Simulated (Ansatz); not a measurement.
Steps of a relaxation of CH8O2Si2, SMILES `O[SiH2]OC[SiH3]` with RKS PBE0-D4/def2-TZVP.

```sh
$ ansatz run in.yaml --threads 4 --pin off --events-out ev --progress --plain --max-ram 10444MiB
```

```yaml
crystal:
  periodic: [false, false, false]
  atoms:
    - {symbol: O, position_ang: [-0.863940, 2.446212, 1.891837]}
    - {symbol: Si, position_ang: [-0.756405, 0.868404, 1.357764]}
    - {symbol: O, position_ang: [0.247536, 0.811033, 0.011181]}
    - {symbol: C, position_ang: [0.079361, -0.044749, -1.115397]}
    - {symbol: Si, position_ang: [1.132161, -1.632492, -0.921660]}
    - {symbol: H, position_ang: [-1.173120, 3.085879, 1.226478]}
    - {symbol: H, position_ang: [-2.083758, 0.287829, 0.924856]}
    - {symbol: H, position_ang: [-0.185413, 0.127983, 2.525495]}
    - {symbol: H, position_ang: [-0.991473, -0.323795, -1.274525]}
    - {symbol: H, position_ang: [0.395960, 0.506012, -2.029423]}
    - {symbol: H, position_ang: [0.964535, -2.522310, -2.126499]}
    - {symbol: H, position_ang: [2.582419, -1.273311, -0.761916]}
    - {symbol: H, position_ang: [0.672535, -2.371396, 0.306708]}
basis:
  gaussian: {orbitals: def2-TZVP}
hamiltonian: {xc: pbe0, dispersion: d4}
relax: {f_tol: 0.005, max_steps: 150}
```

Positions (Å) and forces (eV/Å) along the path, 11 of 15 steps:

```xyz
13
step=1 energy=-21008.9215 eV
O    -0.864    2.446    1.892   -0.201   -0.522   -0.853
Si   -0.756    0.868    1.358    0.422    0.529   -0.454
O     0.248    0.811    0.011   -0.671   -0.086    0.636
C     0.079   -0.045   -1.115   -0.169   -0.109   -0.283
Si    1.132   -1.632   -0.922   -0.013    0.040    0.035
H    -1.173    3.086    1.226    0.229   -0.434    0.486
H    -2.084    0.288    0.925    0.317    0.187    0.114
H    -0.185    0.128    2.525   -0.108    0.154   -0.283
H    -0.991   -0.324   -1.275    0.535    0.177    0.138
H     0.396    0.506   -2.029   -0.153   -0.219    0.508
H     0.965   -2.522   -2.126    0.021    0.207    0.249
H     2.582   -1.273   -0.762   -0.303   -0.073   -0.040
H     0.673   -2.371    0.307    0.092    0.149   -0.252
13
step=2 energy=-21008.9862 eV
O    -0.867    2.423    1.872   -0.053   -0.448   -0.371
Si   -0.749    0.860    1.343    0.355    0.469   -0.298
O     0.250    0.810    0.014   -0.410    0.003    0.510
C     0.079   -0.047   -1.104   -0.033   -0.071   -0.120
Si    1.126   -1.623   -0.911   -0.046    0.065   -0.022
H    -1.167    3.058    1.212    0.064   -0.076    0.162
H    -2.064    0.295    0.911    0.070    0.030    0.031
H    -0.179    0.124    2.496   -0.037    0.016   -0.064
H    -0.982   -0.316   -1.250    0.169    0.043    0.037
H     0.387    0.505   -2.005   -0.040   -0.092    0.140
H     0.951   -2.496   -2.109    0.007    0.043    0.061
H     2.563   -1.268   -0.758   -0.072   -0.018   -0.007
H     0.670   -2.358    0.304    0.026    0.037   -0.059
13
step=4 energy=-21009.0031 eV
O    -0.881    2.405    1.855    0.100   -0.220    0.182
Si   -0.749    0.862    1.330   -0.003    0.096    0.009
O     0.237    0.807    0.021   -0.018   -0.020    0.015
C     0.079   -0.052   -1.097    0.021   -0.017   -0.032
Si    1.125   -1.619   -0.911    0.004    0.003    0.028
H    -1.141    3.076    1.229   -0.083    0.177   -0.185
H    -2.061    0.293    0.911   -0.011   -0.020   -0.017
H    -0.186    0.125    2.481    0.004   -0.016    0.010
H    -0.974   -0.325   -1.246   -0.025    0.003    0.012
H     0.387    0.498   -1.992    0.005    0.014   -0.016
H     0.945   -2.489   -2.105   -0.004    0.009   -0.004
H     2.559   -1.262   -0.765    0.008   -0.001   -0.005
H     0.680   -2.354    0.304    0.001   -0.006    0.002
13
step=6 energy=-21009.0042 eV
O    -0.861    2.408    1.858    0.013    0.001    0.028
Si   -0.749    0.867    1.327   -0.011   -0.004    0.004
O     0.239    0.798    0.021    0.007    0.028    0.017
C     0.077   -0.059   -1.098    0.000    0.007    0.020
Si    1.130   -1.620   -0.906   -0.012    0.002   -0.048
H    -1.152    3.079    1.239   -0.007    0.012   -0.019
H    -2.066    0.315    0.898   -0.011   -0.003   -0.006
H    -0.201    0.116    2.476    0.004   -0.001    0.005
H    -0.979   -0.329   -1.239    0.004   -0.021   -0.004
H     0.379    0.494   -1.994    0.010   -0.015   -0.004
H     0.947   -2.484   -2.104    0.005   -0.018   -0.001
H     2.563   -1.258   -0.771    0.001    0.003    0.006
H     0.694   -2.362    0.307   -0.002    0.009    0.001
13
step=9 energy=-21009.0047 eV
O    -0.846    2.411    1.866    0.002    0.003   -0.001
Si   -0.762    0.871    1.325    0.000   -0.003   -0.001
O     0.231    0.795    0.022    0.001    0.004    0.006
C     0.072   -0.067   -1.093    0.001   -0.003   -0.001
Si    1.140   -1.619   -0.911   -0.001    0.002   -0.002
H    -1.125    3.088    1.249    0.001    0.002    0.000
H    -2.087    0.346    0.887   -0.001   -0.001   -0.001
H    -0.232    0.102    2.472   -0.001   -0.003    0.002
H    -0.981   -0.353   -1.228   -0.002    0.000   -0.001
H     0.363    0.485   -1.993   -0.001   -0.001   -0.001
H     0.957   -2.489   -2.105    0.000    0.000    0.001
H     2.572   -1.244   -0.784    0.000    0.000    0.000
H     0.719   -2.360    0.308    0.001    0.000    0.000
13
step=10 energy=-21009.0048 eV
O    -0.826    2.411    1.877    0.002   -0.003   -0.012
Si   -0.774    0.875    1.320   -0.004   -0.007    0.001
O     0.221    0.791    0.018    0.001    0.013    0.012
C     0.063   -0.078   -1.091   -0.008   -0.002   -0.004
Si    1.151   -1.617   -0.910    0.002    0.000   -0.005
H    -1.093    3.100    1.266    0.004   -0.004    0.004
H    -2.109    0.383    0.872    0.005    0.001    0.002
H    -0.264    0.082    2.460   -0.004    0.003   -0.002
H    -0.988   -0.376   -1.218    0.004    0.001    0.001
H     0.341    0.472   -1.996    0.001   -0.004    0.004
H     0.973   -2.490   -2.102    0.001   -0.002    0.002
H     2.578   -1.224   -0.791   -0.003    0.001    0.000
H     0.746   -2.363    0.311    0.000    0.003   -0.002
13
step=11 energy=-21009.0049 eV
O    -0.816    2.410    1.881   -0.001   -0.007   -0.019
Si   -0.781    0.876    1.317   -0.006    0.001    0.007
O     0.215    0.789    0.018    0.001    0.012    0.011
C     0.058   -0.084   -1.089   -0.008   -0.003   -0.007
Si    1.158   -1.615   -0.910   -0.001   -0.001   -0.002
H    -1.071    3.105    1.273    0.005   -0.009    0.008
H    -2.122    0.402    0.864    0.008    0.003    0.003
H    -0.285    0.071    2.455   -0.004    0.005   -0.005
H    -0.991   -0.389   -1.212    0.007    0.001    0.001
H     0.329    0.466   -1.997    0.000   -0.004    0.004
H     0.980   -2.491   -2.100    0.002   -0.002    0.001
H     2.583   -1.212   -0.798   -0.004    0.001   -0.001
H     0.763   -2.362    0.314    0.001    0.003   -0.002
13
step=12 energy=-21009.0050 eV
O    -0.809    2.409    1.884   -0.005   -0.011   -0.020
Si   -0.788    0.876    1.316   -0.006    0.014    0.011
O     0.212    0.786    0.019    0.003    0.004    0.004
C     0.055   -0.088   -1.087   -0.007   -0.006   -0.006
Si    1.162   -1.613   -0.911    0.003    0.005    0.000
H    -1.051    3.108    1.275    0.006   -0.014    0.011
H    -2.131    0.415    0.857    0.009    0.003    0.003
H    -0.303    0.062    2.453   -0.004    0.005   -0.006
H    -0.994   -0.397   -1.206    0.005    0.002    0.001
H     0.321    0.463   -1.996    0.000   -0.003    0.004
H     0.985   -2.493   -2.099   -0.001   -0.001    0.001
H     2.585   -1.202   -0.806   -0.003   -0.001    0.000
H     0.777   -2.360    0.316    0.000    0.002   -0.003
13
step=13 energy=-21009.0050 eV
O    -0.805    2.408    1.886   -0.006   -0.008   -0.016
Si   -0.793    0.876    1.315   -0.004    0.016    0.010
O     0.210    0.784    0.021    0.003    0.000   -0.001
C     0.052   -0.090   -1.086    0.002   -0.002   -0.004
Si    1.166   -1.611   -0.911   -0.008   -0.002    0.004
H    -1.037    3.110    1.276    0.005   -0.012    0.010
H    -2.137    0.424    0.852    0.005    0.002    0.001
H    -0.317    0.056    2.451   -0.002    0.003   -0.004
H    -0.995   -0.403   -1.202    0.005   -0.001    0.001
H     0.314    0.461   -1.995   -0.002    0.000    0.002
H     0.986   -2.494   -2.097    0.003    0.001   -0.002
H     2.588   -1.196   -0.812   -0.004    0.000   -0.001
H     0.787   -2.358    0.318    0.003    0.002    0.001
13
step=14 energy=-21009.0050 eV
O    -0.802    2.407    1.887   -0.004   -0.002   -0.011
Si   -0.796    0.876    1.314    0.000    0.009    0.007
O     0.209    0.782    0.021    0.002   -0.002   -0.003
C     0.051   -0.092   -1.085   -0.001    0.000    0.000
Si    1.168   -1.611   -0.911    0.001    0.002    0.001
H    -1.028    3.111    1.278    0.003   -0.008    0.007
H    -2.141    0.430    0.848    0.001    0.001    0.000
H    -0.325    0.053    2.449   -0.001    0.001   -0.002
H    -0.996   -0.407   -1.199    0.001    0.000    0.000
H     0.310    0.459   -1.995   -0.001   -0.001    0.001
H     0.989   -2.495   -2.096   -0.001    0.000    0.001
H     2.589   -1.191   -0.817   -0.001    0.000    0.000
H     0.794   -2.356    0.320    0.000    0.000   -0.001
13
step=15 energy=-21009.0050 eV
O    -0.803    2.406    1.888   -0.001    0.000   -0.003
Si   -0.796    0.876    1.314   -0.001    0.004    0.001
O     0.209    0.782    0.021    0.001   -0.001   -0.001
C     0.051   -0.092   -1.085    0.000    0.000    0.002
Si    1.168   -1.611   -0.911    0.000    0.001   -0.001
H    -1.027    3.111    1.278    0.001   -0.003    0.003
H    -2.141    0.431    0.847    0.000    0.000    0.000
H    -0.326    0.052    2.449    0.000    0.000   -0.001
H    -0.996   -0.407   -1.199    0.000    0.000    0.000
H     0.310    0.459   -1.995    0.000   -0.001    0.000
H     0.988   -2.495   -2.095    0.000    0.000    0.000
H     2.589   -1.191   -0.817    0.000   -0.001    0.000
H     0.795   -2.356    0.320    0.000    0.000    0.000
```

Run time 56 s (4 threads of an Arm Neoverse V1 on a shared host); peak host memory 0.6 GiB.
